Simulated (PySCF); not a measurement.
# Frontier orbitals and the lowest excitations

C8H9F.
Geometry (PBE0-D3(BJ)/def2-SVP, Å), atoms numbered from 1 in this order:
```xyz
18
C8H9F angstrom
C      2.815   -0.717   -0.171
C      1.622   -0.213    0.144
C      0.488   -0.036   -0.821
C     -0.011    1.386   -0.967
C     -1.343    1.476   -0.848
C     -1.949    0.156   -0.527
C     -1.519   -0.445    0.805
C     -0.781   -0.786   -0.439
F     -0.859   -2.061   -0.888
H      3.045   -1.042   -1.191
H      3.603   -0.830    0.578
H      1.424    0.103    1.175
H      0.805   -0.418   -1.810
H      0.668    2.220   -1.156
H     -1.922    2.397   -0.943
H     -2.907   -0.155   -0.951
H     -2.149   -1.249    1.193
H     -1.069    0.212    1.555
```

Level of theory: TDDFT B3LYP/def2-SVPD, vertical, gas phase, core orbitals frozen in the response (PySCF 2.14.0, density-fitted response routines).

Kohn–Sham orbitals with the atoms that hold most of them (Löwdin shares over 4%, at most four atoms; ? is withheld):

```csv
orbital,ε (eV),atoms
HOMO-3,-9.01,"C7 18%, C6 16%, F9 12%, C3 10%"
HOMO-2,-7.89,"C8 23%, F9 17%, C7 16%, C6 14%"
HOMO-1,-7.48,?
HOMO,-6.78,?
LUMO,?,"C5 22%, C4 20%, C2 13%, C1 13%"
LUMO+1,0.14,"C1 24%, C2 24%, C4 13%, C5 10%"
LUMO+2,0.65,"C5 11%, C4 10%, C1 10%, C7 9%"
```

Q: Which atoms hold the HOMO-1, and with what shares?

A: C1 (bonded to C and 2 H) 28%; C2 (bonded to 2 C and H) 27%; C4 (bonded to 2 C and H) 8%; C3 (bonded to 3 C and H) 7%.

Q: Give the leading atoms of the HOMO.

A: C4 (bonded to 2 C and H) 24%; C5 (bonded to 2 C and H) 20%; C6 (bonded to 3 C and H) 12%; C7 (bonded to 2 C and 2 H) 8%.

Q: What is the LUMO energy, and the HOMO–LUMO gap?

A: ε(LUMO) = -0.52 eV; the gap is 6.26 eV (0.2300 hartree).

Q: How does S1 compare with the orbital gap of 6.26 eV?

A: S1 is at 5.66 eV (f = 0.126), 0.60 eV below the gap, made of HOMO→LUMO (90%). Without the coupling terms of the response equations the lowest excitation would equal the gap.

Q: Give energy, strength and leading configuration of S1 and S3, and follow the Löwdin shares of the leading atoms from the occupied to the empty orbital.

A: 
- S1 (5.66 eV, f 0.126), HOMO→LUMO (90%): C4 24% → 20%, C5 20% → 22%
- S3 (6.38 eV, f 0.011), HOMO-2→LUMO (85%): C8 23% → at most 13%, F9 17% → at most 13%, C5 at most 15% → 22%, C4 at most 15% → 20%

Löwdin shares depend on the basis, the more so with diffuse functions.

Time: 52 s; peak memory 1.1 GiB. Hardware: one thread, Intel Xeon Platinum 8375C at 2.90 GHz (x86_64), no GPU, on a shared host.

One conformer stands for the species.
